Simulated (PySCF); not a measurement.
# Ionising TaCl

PBE; basis Ta def2-TZVPPD with ECP60, Cl def2-TZVPPD; scalar-relativistic core potentials; PySCF 2.14. Neutral (UKS): quintet (σ ↑, π ↑, δ ↑↑), Re = 2.291 Å, ωe = 369 cm⁻¹, HOMO -3.86 eV, LUMO -3.56 eV.

TaCl⁺ (UKS): quartet (σ ↑, δ ↑↑), Re = 2.171 Å, ωe = 468 cm⁻¹. The energies at the minima are -516.98602 hartree for TaCl and -516.73002 for TaCl⁺.

(1) Work out the adiabatic ionisation energy, without and with harmonic zero-point energies (1 hartree = 27.2114 eV, 1 eV = 8065.5 cm⁻¹), and the change of the bond length.

TaCl⁻ (UKS): quartet (π ↑, δ ↑↑), Re = 2.380 Å, ωe = 285 cm⁻¹. The energies at the minima are -516.98602 hartree for TaCl and -517.02753 for TaCl⁻.

(2) Work out the adiabatic electron affinity, without and with harmonic zero-point energies (1 hartree = 27.2114 eV, 1 eV = 8065.5 cm⁻¹), and the change of the bond length.

De is left out where the level can put another filling of the metal’s s and d shells below the measured ground configuration, by anything from nothing to about 1 eV. Spin–orbit coupling is left out, which matters for elements this heavy, above all for dissociation energies. The highest Kohn–Sham level is positive in this anion. Much of that is self-interaction error, but it also means that the finite basis helps to hold the extra electron. The state is the lowest single determinant that the PBE0 search found; with open d or f shells the true ground state can be another one.

Results:

(1) At PBE: 0.25600 hartree = 6.966 eV between the minima; the zero-point term (468.0 − 369.0)/2 cm⁻¹ = +0.006 eV makes it 6.972 eV. Re changes by -12.0 pm against the neutral. The electron leaves a π orbital, and the shorter bond of the ion fits an antibonding orbital, or a change in how ionic the bond is.

(2) At PBE: 0.04151 hartree = 1.130 eV between the minima; the zero-point term (369.0 − 285.0)/2 cm⁻¹ = +0.005 eV makes it 1.135 eV. Re changes by +8.9 pm against the neutral. The electron enters a σ orbital, and the longer bond of the ion fits an antibonding orbital, or a change in how ionic the bond is.
